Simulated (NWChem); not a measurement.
C$_{3}$H$_{6}$OSi; SMILES C1=C[SiH2]OC1

```xyz
11

C      0.6325     1.3336     0.0000
C      1.3462     0.1966     0.0000
Si     0.1044    -1.1913     0.0000
O     -1.2240    -0.1562     0.0000
C     -0.8646     1.2010     0.0000
H      1.0743     2.3379     0.0000
H      2.4385     0.1952     0.0000
H      0.1167    -2.0734     1.2063
H      0.1167    -2.0734    -1.2063
H     -1.2943     1.7091    -0.8858
H     -1.2943     1.7091     0.8858
```
Atoms are numbered in this order, from 1.

Computed with NWChem. Pople sets run with spherical d functions. STO-3G and 3-21G are far too small for this property and stand as cheap habits. The geometry was optimised at PBE0/def2-SVP. Field at 589 nm.

```json
[
 {"level": "B3LYP/STO-3G", "isotropic polarisability (bohr³)": "29.9", "anisotropy (bohr³)": "23.2", "relative time": "1"},
 {"level": "B3LYP/6-31G*", "isotropic polarisability (bohr³)": "53.2", "anisotropy (bohr³)": "28.4", "relative time": "4"},
 {"level": "B3LYP/def2-SVP", "isotropic polarisability (bohr³)": "56.3", "anisotropy (bohr³)": "28.4", "relative time": "4"},
 {"level": "B3LYP/def2-SVPD", "isotropic polarisability (bohr³)": "65.0", "anisotropy (bohr³)": "25.5", "relative time": "10"}
]
```

Times are rough ratios from one shared machine.
